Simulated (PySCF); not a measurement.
## Calculated data, CH5FNSi, C2H5OSi

Calculation on a computer-drawn molecule: the log of a Hartree-Fock and frozen-core CCSD(T) single point meant for a local Hartree-Fock minimum, with one planted fault or none, to be diagnosed. Offsets are logged minus clean, where the clean run is the same molecule without the fault. The reference is restricted for singlets and unrestricted otherwise, and also for a bond in bohr or an excited solution. Adding or removing an electron swaps singlet and doublet. The excited solution moves the top pair (singlet) or top alpha electron (doublet) to the lowest empty orbital. Highest occupied and lowest empty are orbital energies over both spins, largest force is the largest gradient component, triples share is (T) over the correlation energy, the T1 limit is 0.02 restricted and 0.045 unrestricted, electrons count all cores, a negative frequency is imaginary (commonest isotopes), and the dipole is about the centre of nuclear charge. Program: PySCF 2.14.0.

Common to all runs: meant charge 0; meant multiplicity 2; meant basis cc-pV(D+d)Z; logged basis functions 90; logged SCF converged yes; logged CC converged yes; logged SCF stable within its kind yes; possible faults no fault, one electron removed, one electron added, multiplicity raised by two, geometry at a saddle point, SCF held on an excited solution, minimal basis STO-3G, one bond length entered in bohr, all coordinates scaled.

(1) CH5FNSi

Logged structure:
```xyz
9
CH5FNSi
C      1.3239    -1.8812    -1.9370
Si     0.7645    -0.3562    -1.0706
N      2.0231     0.7848    -1.0165
F     -0.5430     0.1590    -1.8831
H      2.3179    -2.2981    -1.8046
H      0.6624    -2.4576    -2.5772
H      0.2945    -0.5680     0.3079
H      2.5435     1.0064    -1.8446
H      1.9426     1.5904    -0.4245
```

- logged electrons: 42
- logged spin squared: 0
- logged highest occupied: -0.52686 eV
- logged lowest empty: 9.2801 eV
- logged largest force: 0.09502 hartree/bohr
- logged T1 diagnostic: 0.011952
- logged D1 diagnostic: 0.039031
- logged triples share: 0.022604
- logged dipole magnitude: 5.4979 debye
- logged energy HF: -483.63525 hartree
- logged energy CCSD(T): -484.29541 hartree
- planted fault: one electron added
- HF energy offset from clean run: 26.32 kcal/mol
- CCSD(T) energy offset from clean run: 2.134 kcal/mol

Drawn bonds:
| atom | other atom | order |
| --- | --- | --- |
| 1 | 2 | 1 |
| 2 | 3 | 1 |
| 2 | 4 | 1 |
| 1 | 5 | 1 |
| 1 | 6 | 1 |
| 2 | 7 | 1 |
| 3 | 8 | 1 |
| 3 | 9 | 1 |

(2) CH5FNSi

Structure as in entry 1.

- logged electrons: 41
- logged spin squared: 3.766
- logged highest occupied: -2.7738 eV
- logged lowest empty: -0.38259 eV
- logged largest force: 0.064659 hartree/bohr
- logged T1 diagnostic: 0.016807
- logged D1 diagnostic: 0.084218
- logged triples share: 0.021451
- logged dipole magnitude: 2.8548 debye
- logged energy HF: -483.4271 hartree
- logged energy CCSD(T): -484.02654 hartree
- planted fault: multiplicity raised by two
- HF energy offset from clean run: 156.9 kcal/mol
- CCSD(T) energy offset from clean run: 170.9 kcal/mol

Drawn bonds:
| atom | other atom | order |
| --- | --- | --- |
| 1 | 2 | 1 |
| 2 | 3 | 1 |
| 2 | 4 | 1 |
| 1 | 5 | 1 |
| 1 | 6 | 1 |
| 2 | 7 | 1 |
| 3 | 8 | 1 |
| 3 | 9 | 1 |

(3) CH5FNSi

Structure as in entry 1.

- logged electrons: 40
- logged spin squared: 0
- logged highest occupied: -16.626 eV
- logged lowest empty: -7.5385 eV
- logged largest force: 0.092742 hartree/bohr
- logged T1 diagnostic: 0.018595
- logged D1 diagnostic: 0.073697
- logged triples share: 0.021745
- logged dipole magnitude: 6.7598 debye
- logged energy HF: -483.34415 hartree
- logged energy CCSD(T): -483.95201 hartree
- planted fault: one electron removed
- HF energy offset from clean run: 209 kcal/mol
- CCSD(T) energy offset from clean run: 217.6 kcal/mol

Drawn bonds:
| atom | other atom | order |
| --- | --- | --- |
| 1 | 2 | 1 |
| 2 | 3 | 1 |
| 2 | 4 | 1 |
| 1 | 5 | 1 |
| 1 | 6 | 1 |
| 2 | 7 | 1 |
| 3 | 8 | 1 |
| 3 | 9 | 1 |

(4) C2H5OSi

Logged structure:
```xyz
9
C2H5OSi
C      0.2980     2.4995    -0.7427
Si    -0.7567     1.1457    -0.5752
C      0.1280    -0.3552    -0.4033
O     -2.1679     1.2640    -0.5789
H     -0.0729     3.4472    -0.8512
H      1.3195     2.4232    -0.7417
H     -0.5180    -1.1500    -0.3166
H      0.7329    -0.3219     0.4322
H      0.7415    -0.5078    -1.2189
```

- logged electrons: 39
- logged spin squared: 0.7612
- logged highest occupied: -11.328 eV
- logged lowest empty: 1.0192 eV
- logged largest force: 0.13979 hartree/bohr
- logged T1 diagnostic: 0.016915
- logged D1 diagnostic: 0.076734
- logged triples share: 0.026307
- logged dipole magnitude: 4.7831 debye
- logged energy HF: -442.39418 hartree
- logged energy CCSD(T): -442.97268 hartree
- planted fault: all coordinates scaled, by -5.7 %
- HF energy offset from clean run: 22.8 kcal/mol
- CCSD(T) energy offset from clean run: 31.8 kcal/mol

Drawn bonds:
| atom | other atom | order |
| --- | --- | --- |
| 1 | 2 | 1 |
| 2 | 3 | 1 |
| 2 | 4 | 2 |
| 1 | 5 | 1 |
| 1 | 6 | 1 |
| 3 | 7 | 1 |
| 3 | 8 | 1 |
| 3 | 9 | 1 |
